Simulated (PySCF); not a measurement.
# Dipole moment and polarisability of `COBSC`

Compound: C2H7BOS.
Geometry (PBE0-D3(BJ)/def2-SVP, Å), atoms numbered from 1 in this order:
```
atom  x, y, z in Å
C1    -2.3870    0.0146    0.2875
O2    -1.3506   -0.5835    1.0225
B3    -0.0401   -0.4621    0.7442
S4     0.5712    0.5053   -0.6587
C5     2.3657    0.2848   -0.4856
H6    -3.0499    0.5551    0.9799
H7    -2.0121    0.7238   -0.4689
H8    -2.9759   -0.7653   -0.2193
H9     0.7437   -1.0246    1.4736
H10    2.6977    0.5419    0.5284
H11    2.8463    0.9638   -1.2018
H12    2.6578   -0.7469   -0.7214
```

Level: B3LYP/def2-SVPD (PySCF), static field, nuclei fixed, core orbitals frozen in the response. The polarisability tensor in these axes (au):

```
x   84.74  2.05 -5.45
y    2.05 55.85 -5.54
z   -5.45 -5.54 60.38
```

Task: What are the eigenvalues, a third of the trace, and Δα (Δα² = ½Σ(αi − αj)² over the three pairs)?

Result: Principal values 52.08, 62.65 and 86.25 au; mean 66.99 au = 9.93 Å³ = 11.05 × 10⁻⁴⁰ C²·m²/J; Δα = 30.30 au (45 % of the mean).

Task: What is the dipole moment, and where does it point?

Result: (0.26, 0.37, -0.51) D, 0.68 D in size, pointing from the negative to the positive side. Measured along this direction, the outermost atoms are H6 and O2 at the negative end and H11 at the positive end.

Task: Refractivity n − 1 of an ideal gas of it at 298.15 K and 1 atm, from the electronic α?

Result: N = p/kT = 2.4615 × 10¹⁹ cm⁻³, so n − 1 = 2π × N × 9.93 × 10⁻²⁴ cm³ = 1535 × 10⁻⁶ at long wavelengths.

Task: In a dilute gas of rigid molecules at 350 K, how does the orientational term μ²/3kT compare with the electronic polarisability?

Result: In Gaussian units μ²/3kT = 3.21 Å³ against 9.93 Å³, a ratio of 0.32; the Debye molar polarisation (4π/3)N_A(α + μ²/3kT) is 33.1 cm³/mol, leaving out the vibrational part.

Task: Find the Langevin capture rate constant for H3+ (3.023 u) meeting this molecule (90.031 u), k = 2.342 × 10⁻⁹ cm³/s × √(α in Å³ / reduced mass in u).

Result: The reduced mass is 2.93 u, so k = 4.31 × 10⁻⁹ cm³/s. The formula leaves out the permanent dipole, which adds to the capture rate.

Geometry: PBE0-D3(BJ)/def2-SVP, one conformer, isolated molecule.

These values come from a run that also computed excited states and ΔSCF ions. Time: 88 s of wall time; peak memory 0.78 GiB. Hardware: Arm Neoverse N1, one thread, shared host with 64 logical CPUs at a one-minute load of 51.
